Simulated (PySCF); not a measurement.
# F: excitation energy

F [He] 2s2 2p5 (2P) → F [He] 2s1 2p6 (2S), as a difference of total energies. All numbers are calculated (PySCF 2.14, scalar relativity by spin-free X2C-1e, in ANO-RCC-VTZP (4s3p2d1f, 30 functions)). Correlated levels: valence and next inner shell: nothing frozen. The calculations carry no spin-orbit coupling.

```json
{"method": "UHF", "excitation energy (cm⁻¹)": "193360"}
{"method": "MP2 (valence and next inner shell)", "excitation energy (cm⁻¹)": "176960"}
{"method": "SCS-MP2 (valence and next inner shell)", "excitation energy (cm⁻¹)": "176180"}
{"method": "CCSD (valence and next inner shell)", "excitation energy (cm⁻¹)": "173110"}
```

Question: Estimate what CCSD(T) (valence and next inner shell) gives.

Answer: 171230 cm⁻¹, closest to CCSD (valence and next inner shell) among the rows shown.

Question: Estimate what CCSDT (valence and next inner shell) gives.

Answer: 171090 cm⁻¹, closest to CCSD (valence and next inner shell) among the rows shown.

A first-order spin-orbit estimate (lowest level to lowest level, LS coupling) adds 0.018 eV.

The upper state lies above the first ionisation limit, where it may autoionise and the basis confines it.
